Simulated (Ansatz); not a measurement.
GeHCl₃. The state is a singlet with charge 0. Geometry PBE0-D4/def2-SVP.

```xyz
5

Ge   -0.0164    0.0457   -0.1369
H    -0.1805    0.5284   -1.5755
Cl    1.4537   -1.5008   -0.0285
Cl   -1.8622   -0.7257    0.6143
Cl    0.6054    1.6524    1.1266
```

The 6-31G sets use Cartesian d functions. B3LYP takes the VWN-RPA correlation. HSE06 is defined as in plane-wave codes, on full-range PBE exchange.

Question: Estimate the orbital energies around the gap (eV) in Ansatz with r2SCAN-D4/def2-TZVP, B3LYP-D4/6-31G, PBE0-D4/def2-SVP, PBE0-D4/def2-TZVP, HSE06-D4/def2-TZVP.

Answer: 
```
orbital  r2SCAN-D4/def2-TZVP  B3LYP-D4/6-31G  PBE0-D4/def2-SVP  PBE0-D4/def2-TZVP  HSE06-D4/def2-TZVP
 HOMO−9               -14.72          -16.15            -15.90             -15.97              -15.53
 HOMO−8               -10.99          -12.33            -11.99             -12.04              -11.63
 HOMO−7               -10.90          -11.91            -11.84             -11.90              -11.50
 HOMO−6               -10.90          -11.91            -11.84             -11.90              -11.49
 HOMO−5                -8.99           -9.93             -9.91             -10.06               -9.65
 HOMO−4                -8.99           -9.93             -9.91             -10.06               -9.65
 HOMO−3                -8.58           -9.56             -9.48              -9.63               -9.22
 HOMO−2                -8.58           -9.56             -9.48              -9.62               -9.22
 HOMO−1                -8.56           -9.55             -9.45              -9.57               -9.17
   HOMO                -8.33           -9.33             -9.23              -9.39               -8.98
   LUMO                -2.26           -2.39             -1.25              -1.52               -1.89
 LUMO+1                -0.66           -0.67              0.27              -0.06               -0.43
 LUMO+2                -0.65           -0.66              0.27              -0.05               -0.43
 LUMO+3                 0.73            1.63              1.83               1.23                0.86
 LUMO+4                 4.09            2.48              3.97               4.21                3.83
 LUMO+5                 4.09            3.52              7.21               4.60                4.21
```
